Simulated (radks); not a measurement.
Spherical quantum dot in the effective-mass picture: electrons in a hard-walled sphere of radius 3.39, all in effective atomic units (hartree* = m*/eps^2 hartree, bohr* = eps/m* bohr), one dielectric constant everywhere. Method: non-relativistic Kohn-Sham, LDA (Slater exchange, Perdew-Wang correlation), spin-polarised, spherical densities; computed with a radial shooting solver with Libxc functionals. Levels are named by radial order and angular momentum (1s, 1p, 1d, 2s, ...), and open shells are averaged over m. Results are scaled to m* = 0.141 and eps = 9.5, for which hartree* = 42.51 meV and bohr* = 3.565 nm. Each electron was tried in the lowest free levels, single moves between levels near the top were tried too, and the lowest total energy was kept; such a search can miss a lower state. At N = 1 the Hartree and exchange-correlation terms need not cancel, so that row can carry a self-interaction error.

N        open shells  2S  E (meV)  addition energy mu(N+1) - mu(N) (meV)  e(HOMO) (meV)  rms radius (nm)
1   1s(up 1, down 0)   1  18.8524                                  19.73         26.593            6.485
2               none   0  57.4299                                  32.55         46.542            6.745
3   1p(up 1, down 0)   1  128.556                                  15.66         78.863            7.165
4   1p(up 2, down 0)   2  215.345                                  16.02         94.768            7.400
5   1p(up 3, down 0)   3  318.153                                  20.26         110.86            7.563
6   1p(up 3, down 1)   2  441.223                                  15.35         130.68            7.693
7   1p(up 3, down 2)   1  579.648                                  15.63         146.21            7.799
8               none   0  733.704                                  35.34         161.92            7.888
9   1d(up 1, down 0)   1  923.103                                  15.18         196.97            8.002
10  1d(up 2, down 0)   2  1127.68                                  15.25         212.19            8.096
11  1d(up 3, down 0)   3  1347.50                                  15.28         227.46            8.177
12  1d(up 4, down 0)   4  1582.61                                  15.30         242.75            8.248
13  1d(up 5, down 0)   5  1833.01                                  19.32         258.06            8.311
14  1d(up 5, down 1)   4  2102.74                                  14.95         277.18            8.368
15  1d(up 5, down 2)   3  2387.41                                  15.01         292.17            8.419
16  1d(up 5, down 3)   2  2687.09                                  15.05         307.20            8.466
17  1d(up 5, down 4)   1  3001.82                                  15.08         322.27            8.510
18              none   0  3331.64                                  38.66         337.36            8.550
19  1f(up 1, down 0)   1  3700.11                                  14.80         375.87            8.597
20  1f(up 2, down 0)   2  4083.39                                  14.82         390.68            8.641
21  1f(up 3, down 0)   3  4481.48                                  14.83         405.50            8.681
22  1f(up 4, down 0)   4  4894.39                                  14.83         420.33            8.718
23  1f(up 5, down 0)   5  5322.14                                  14.84         435.17            8.753
24  1f(up 6, down 0)   6  5764.73                                  14.84         450.00            8.786
25  1f(up 7, down 0)   7  6222.15                                  18.68         464.84            8.816
26  1f(up 7, down 1)   6  6698.25                                  14.64         483.42            8.846
27  1f(up 7, down 2)   5  7188.99                                      -         498.07            8.873

All shells are closed at N = 2, 8, 18 (there: 1s2 1p6 1d10); the second difference of the energy has clear peaks (12 % above both neighbours; the first and last values, which can be the largest, are not judged, and half-filled shells can peak too) at N = 2, 5, 8, 13, 18, 25.
